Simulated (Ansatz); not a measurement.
GaH6NOSi2 (`[NH2][Ga]1[O][SiH2][SiH2]1`). Charge 0, multiplicity 1. The geometry is a stationary point of PBE0-D4/def2-TZVP. It is one conformer, not always the lowest.

```xyz
11

N    -1.803   -1.683   -1.197
Ga   -0.606   -0.677   -0.304
O    -0.181    0.949   -1.079
Si    0.920    1.652   -0.077
Si    0.917   -0.140    1.468
H    -2.129   -2.584   -0.895
H    -2.221   -1.386   -2.062
H     0.441    2.946    0.484
H     2.233    1.888   -0.740
H     2.117   -1.014    1.587
H     0.312    0.049    2.814
```

**Question.** What is the dipole moment at ωB97M-V/def2-TZVPP? (An estimate is asked.)

**Answer.** The calculation gave: 2.20 D, with components (-0.74, -1.97, 0.63) D in this frame, pointing from negative to positive charge.

**Question.** And with PBE, r2SCAN, B3LYP? (An estimate is asked.)

**Answer.** Ansatz gave: PBE 2.21 D, r2SCAN 2.21 D, B3LYP 2.20 D.

**Question.** Give the Mulliken charges with ωB97M-V, PBE, B3LYP in def2-TZVPP. (An estimate is asked.)

**Answer.** The calculation gave: 
```tsv
atom	ωB97M-V	PBE	B3LYP
N1	-0.39	-0.41	-0.43
Ga2	0.45	0.42	0.47
O3	-0.48	-0.40	-0.48
Si4	0.32	0.33	0.40
Si5	-0.03	-0.03	0.01
H6	0.12	0.16	0.14
H7	0.13	0.17	0.15
H8	-0.05	-0.08	-0.09
H9	-0.05	-0.08	-0.09
H10	-0.01	-0.04	-0.05
H11	-0.01	-0.04	-0.05
```

B3LYP here is the variant with VWN-RPA as its local correlation; programs differ in this.
